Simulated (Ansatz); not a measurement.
```yaml
crystal:
  periodic: [false, false, false]
  atoms:
    - {symbol: C, position_ang: [0.417659, -0.896899, -3.035190]}
    - {symbol: C, position_ang: [-0.292629, -1.405987, -1.579032]}
    - {symbol: C, position_ang: [-0.699287, -3.054100, -1.614692]}
    - {symbol: O, position_ang: [-1.592009, -0.558335, -1.308035]}
    - {symbol: Al, position_ang: [-2.183848, 0.719945, -0.055513]}
    - {symbol: O, position_ang: [-1.124125, 1.311708, 1.386044]}
    - {symbol: C, position_ang: [0.336423, 1.112235, 1.938883]}
    - {symbol: C, position_ang: [1.461530, 1.890819, 0.930259]}
    - {symbol: C, position_ang: [0.401482, 1.700302, 3.529847]}
    - {symbol: H, position_ang: [0.714703, 0.288821, -2.981149]}
    - {symbol: H, position_ang: [1.432985, -1.536808, -3.274832]}
    - {symbol: H, position_ang: [-0.368832, -1.051388, -3.960179]}
    - {symbol: H, position_ang: [0.519947, -1.228044, -0.668644]}
    - {symbol: H, position_ang: [0.290732, -3.744938, -1.815809]}
    - {symbol: H, position_ang: [-1.200062, -3.397674, -0.553087]}
    - {symbol: H, position_ang: [-1.510555, -3.265178, -2.506449]}
    - {symbol: H, position_ang: [-3.799712, 1.377649, -0.232296]}
    - {symbol: H, position_ang: [0.602453, -0.091512, 1.960169]}
    - {symbol: H, position_ang: [1.217545, 3.089594, 0.877953]}
    - {symbol: H, position_ang: [2.602176, 1.745967, 1.349518]}
    - {symbol: H, position_ang: [1.416256, 1.437664, -0.206535]}
    - {symbol: H, position_ang: [1.511610, 1.528638, 4.015467]}
    - {symbol: H, position_ang: [-0.421938, 1.128902, 4.229717]}
    - {symbol: H, position_ang: [0.149784, 2.898285, 3.543903]}
basis:
  gaussian: {orbitals: def2-TZVPD}
magnetization: {spin_polarized: true, initial_magnetization: 2}
hamiltonian: {xc: {name: HF}}
correlation: {active_space: {window: {electrons: 2, orbitals: 1}}}
scf: {lower_state_search: full}
```

```sh
$ ansatz run in.yaml --threads 4 --pin off --events-out ev --progress --plain --max-ram 46080MiB --backend cuda --devices 0, --max-vram 37GiB
```

How does Ansatz answer? (Best estimate.)

Ansatz gave: The input was rejected before any iteration.
```
Error: invalid value for `correlation.active_space`: it starts from restricted Hartree–Fock orbitals; set hamiltonian.xc: hf without magnetization.spin_polarized
```
